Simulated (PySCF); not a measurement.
**Correlation energy of Sc⁺ (scandium, charge +1)**

[Ar] 3d2, high-spin 3F determinant (an excited configuration). Computed with PySCF 2.14 in x2c-QZVPPall (11s7p5d3f2g, 96 functions), with the spin-free X2C one-electron Hamiltonian (Gaussian nucleus). Frozen: [Ar]; 2 electrons correlated.

With two correlated electrons CCSD is exact within the correlated space (frozen core and kept virtual orbitals).

```
level  correlation energy (mhartree)
 CCSD                          -8.06
```

Diagnostics: T1 = 0.0068, D1 = 0.0096, largest double amplitude 0.034.

Cost of the coupled-cluster step: of the order of 5 core-seconds, for 2 correlated electrons.
